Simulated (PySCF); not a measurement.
NMR data simulated for an unnamed compound:

$^{1}$H NMR (300 MHz, computed): δ 5.30 (s, 2H), 4.74 (s, 3H), 4.05 (q, 2H), 1.44 (t, 3H), -1.10 (br s, 1H).

$^{13}$C{$^{1}$H} NMR (computed): δ 61.4 (CH2), 20.5 (CH3).

- shieldings: GIAO PBE0/pcSseg-1
- GFN2-xTB structure
- program: PySCF 2.14.0 with density-fitted response routines
- relativity neglected, one conformer, no solvent model, equivalent nuclei averaged

Scale: $^{1}$H (σref 31.72), $^{13}$C (σref 186.93) vs TMS (reference shieldings calculated alike).

Which of these does the molecule contain: a Si–H bond, a methoxy group, a CH3CH2 unit, an NH or NH2 group, a tert-butyl group, a heteroaromatic ring?

Answers


- A Si–H bond: yes (δH 5.30 (s)).
- A methoxy group: no.
- A CH3CH2 unit: yes (δC 20.5, 61.4; δH 1.44 (t), 4.05 (q)).
- An NH or NH2 group: yes (δH -1.10 (br s)).
- A tert-butyl group: no.
- A heteroaromatic ring: no.

The data belong to `CCO[SiH2]N[SiH3]`, C2H11NOSi2; they needn't prove each group on their own.

Carbon signals by region: 1 at 50–100 ppm, 1 below 50 ppm.

Exchangeable OH/NH protons stand at their gas-phase positions; hydrogen bonding in a real sample shifts them, mostly to higher δ. Shifts are as computed. Against solution values, carbons near 30 ppm lie about +3 ppm off and those near 130 ppm about +5 ppm. Of 1309 compounds with measured shifts, 239 miss one by over three times the rms of a fit or turn the order of signals round; such compounds aren't used in these exercises. Multiplicities follow the n + 1 count of equivalent neighbours, as no J values were calculated; m marks all less simple cases, F and P coupling included.
